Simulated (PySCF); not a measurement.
## Broadened absorption spectrum of C3H8OSi2

Species: C₃H₈OSi₂.
SMILES: `CC#C[SiH2]O[SiH3]`

The calculation used TDDFT CAM-B3LYP/def2-SVPD, vertical, gas phase, core orbitals frozen in the response (PySCF 2.14.0, density-fitted response routines). The structure is a single PBE0-D3(BJ)/def2-SVP conformer in the gas phase; no vibrational or solvent corrections. Torsions of this conformer, `[CH3:1][C:2]#[C:3][SiH2:4][O:5][SiH3:6]`: C3–Si4–O5–Si6 12°.

Computed states:

| state | E (eV) | f |
| --- | --- | --- |
| S1 | 5.71 | 0.0001 |
| S2 | 6.07 | 0.0039 |
| S3 | 6.20 | 0.0002 |
| S4 | 7.15 | 0.0001 |
| S5 | 7.23 | 0.0017 |
| S6 | 7.38 | 0.023 |
| S7 | 7.61 | 0.032 |
| S8 | 8.01 | 0.625 |
| S9 | 8.13 | 0.0025 |
| S10 | 8.15 | 0.019 |

Broadening: Gaussians 0.5 eV wide at half height, area fixed by f = 4.319×10⁻⁹ ∫ε dν̃. The width is an assumption, not a result. The curve ends short of the highest state used, and states not computed would add to its high-energy end.

Q: What does the envelope look like, and where are its maxima?

A: 
| E (eV) | ε (L mol⁻¹ cm⁻¹) |
| --- | --- |
| 4.96 | 0 |
| 5.03 | 0 |
| 5.10 | 0 |
| 5.18 | 0 |
| 5.25 | 1 |
| 5.33 | 2 |
| 5.40 | 4 |
| 5.47 | 8 |
| 5.55 | 16 |
| 5.62 | 29 |
| 5.70 | 53 |
| 5.77 | 85 |
| 5.85 | 130 |
| 5.92 | 172 |
| 5.99 | 205 |
| 6.07 | 223 |
| 6.14 | 214 |
| 6.22 | 180 |
| 6.29 | 138 |
| 6.37 | 89 |
| 6.44 | 55 |
| 6.51 | 31 |
| 6.59 | 16 |
| 6.66 | 13 |
| 6.74 | 23 |
| 6.81 | 51 |
| 6.88 | 109 |
| 6.96 | 237 |
| 7.03 | 425 |
| 7.11 | 747 |
| 7.18 | 1124 |
| 7.26 | 1651 |
| 7.33 | 2196 |
| 7.40 | 2877 |
| 7.48 | 4043 |
| 7.55 | 5765 |

Maxima: 204 nm (6.08 eV), ε about 220, made up of S2 (94%) (ε in L mol⁻¹ cm⁻¹; maxima over ε = 5, shares over 10%). At its high-energy end, 7.55 eV, the curve is still rising (ε about 5800, from S6, S7 and S8).

Q: On this curve, what absorbance would a 10⁻⁵ mol/L sample give at 222 nm over a 1 cm path?

A: 222 nm is 5.585 eV, where ε is about 22 L mol⁻¹ cm⁻¹, so A = ε c l ≈ 0.00022 (Beer–Lambert, with the gas-phase spectrum and the assumed width).

Q: Coming from long wavelengths, where does ε first pass 100 L mol⁻¹ cm⁻¹?

A: At about 214 nm (5.80 eV), 0.09 eV above S1.

Q: What would ε be at 6.08 eV, the highest of these maxima, with half the width (0.25 eV)?

A: About 433 L mol⁻¹ cm⁻¹ against 223, a factor of about 1.9; a lone state at its own centre would give exactly 2.

The vertical ionisation energy (ΔSCF) is 9.93 eV, 1.78 eV above S10.

The run took 3.8 min of wall time on Arm Neoverse V1, one thread, no GPU, on a shared host.
